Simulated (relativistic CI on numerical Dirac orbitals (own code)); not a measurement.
## Cu²⁺ in a cubic cluster: 2p photoemission with charge transfer

Computed with a charge-transfer multiplet model of a cubic metal-ligand cluster with up to one ligand hole, Slater and spin-orbit integrals from Dirac-Coulomb-Breit ions, Slater integrals scaled by 0.9. The ground state mixes d9 with configurations of k ligand holes L, whose averages lie at kΔ + k(k − 1)U_dd/2; a core hole lowers each added d electron by U_cd. 300 K, Lorentzian 0.6 eV and Gaussian 0.8 eV FWHM.

Atomic integrals in eV (Slater integrals scaled, ζ unscaled), ground: F2dd 12.450, F4dd 7.768, zeta_d 0.099; with the core hole: F2dd 12.450, F4dd 7.768, zeta_d 0.138, zeta_core 13.377, F2cd 7.943, G1cd 6.088, G3cd 3.464.

Cluster parameters (eV): U_dd = 8.4, U_cd = 10.8, 10Dq = 1.35, 10Dq(ligand) = 0.3, V(eg) = 1.2, V(t2g) = -0.62, final-state hopping factor = 1.

Weights, n_d and S are thermal averages at 300 K. Binding energies count from the first peak over 30 % of the highest in each spectrum, which can be another peak from case to case. The parameters are a model scan and need not match a compound or its usual spin state. Peaks in eV (height, largest 100): 0.0 (100), 11.8 (9), 20.1 (50).

Problem. Which parameters give this spectrum?
A. Δ = 1.6 eV
B. Δ = -2.4 eV
C. Δ = -1.4 eV
D. Δ = 0.6 eV
E. Δ = -0.4 eV

Solution. B. Δ = -2.4 eV; the ground state then has 9.80 d electrons and S = 0.50. The choice follows from running the model for each set and comparing peak positions and heights.
